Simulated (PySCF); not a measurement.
## 19F chemical shifts

No relativistic terms, rapidly exchanging positions averaged, in vacuum, one conformer. Shielding tensors at PBE0/pcSseg-1 (GIAO); geometry from GFN2-xTB; PySCF 2.14.

Shieldings were converted by a linear fit to measured shifts: 19F (scatter 6.0 ppm rms, 7.0 ppm with the 5 outliers that the fit left out vs CFCl3, solution or neat liquid, with a term for F on sp3 carbon). Occasional misses reach two or three times the rms, and more in compound classes unlike the fitted ones.

Give the 19F shifts of `C=C/C=C\C=C(F)F`, `C=C/C(F)=C\C=C/F`, `FC1=C[C@@H]2C[C@]2(F)C1`, `C=C[C@@H]1C=C(F)[C@H]1F`, `C=C/C(F)=C/C=C/F`, `C#C[C@]1(F)C[C@@H](F)C1`, `FC1=C[C@@H]2[C@H](F)[C@@H]2C1`, `C/C(F)=C1\C=C(F)C1`, `C=C/C(F)=C/C=C\F`.

Answers


```tsv
compound	environment	δ (ppm)
[CH2:1]=[CH:2]/[CH:3]=[CH:4]\[CH:5]=[C:6]([F:7])[F:8]	F8: vinylic fluorine	-82.0
[CH2:1]=[CH:2]/[CH:3]=[CH:4]\[CH:5]=[C:6]([F:7])[F:8]	F7: vinylic fluorine	-84.4
[CH2:1]=[CH:2]/[C:3]([F:4])=[CH:5]\[CH:6]=[CH:7]/[F:8]	F8: vinylic fluorine	-117.1
[CH2:1]=[CH:2]/[C:3]([F:4])=[CH:5]\[CH:6]=[CH:7]/[F:8]	F4: vinylic fluorine	-119.4
[F:1][C:2]1=[CH:3][C@@H:4]2[CH2:5][C@:6]2([F:7])[CH2:8]1	F1: vinylic fluorine	-115.4
[F:1][C:2]1=[CH:3][C@@H:4]2[CH2:5][C@:6]2([F:7])[CH2:8]1	F7: fluorine on an sp3 carbon	-187.4
[CH2:1]=[CH:2][C@@H:3]1[CH:4]=[C:5]([F:6])[C@H:7]1[F:8]	F6: vinylic fluorine	-92.7
[CH2:1]=[CH:2][C@@H:3]1[CH:4]=[C:5]([F:6])[C@H:7]1[F:8]	F8: fluorine on an sp3 carbon	-178.8
[CH2:1]=[CH:2]/[C:3]([F:4])=[CH:5]/[CH:6]=[CH:7]/[F:8]	F8: vinylic fluorine	-114.1
[CH2:1]=[CH:2]/[C:3]([F:4])=[CH:5]/[CH:6]=[CH:7]/[F:8]	F4: vinylic fluorine	-126.8
[CH:1]#[C:2][C@:3]1([F:4])[CH2:5][C@@H:6]([F:7])[CH2:8]1	F4: fluorine on an sp3 carbon	-133.2
[CH:1]#[C:2][C@:3]1([F:4])[CH2:5][C@@H:6]([F:7])[CH2:8]1	F7: fluorine on an sp3 carbon	-168.5
[F:1][C:2]1=[CH:3][C@@H:4]2[C@H:5]([F:6])[C@@H:7]2[CH2:8]1	F1: vinylic fluorine	-116.2
[F:1][C:2]1=[CH:3][C@@H:4]2[C@H:5]([F:6])[C@@H:7]2[CH2:8]1	F6: fluorine on an sp3 carbon	-231.1
[CH3:1]/[C:2]([F:3])=[C:4]1\[CH:5]=[C:6]([F:7])[CH2:8]1	F7: vinylic fluorine	-90.1
[CH3:1]/[C:2]([F:3])=[C:4]1\[CH:5]=[C:6]([F:7])[CH2:8]1	F3: vinylic fluorine	-119.4
[CH2:1]=[CH:2]/[C:3]([F:4])=[CH:5]/[CH:6]=[CH:7]\[F:8]	F8: vinylic fluorine	-118.0
[CH2:1]=[CH:2]/[C:3]([F:4])=[CH:5]/[CH:6]=[CH:7]\[F:8]	F4: vinylic fluorine	-127.4
```
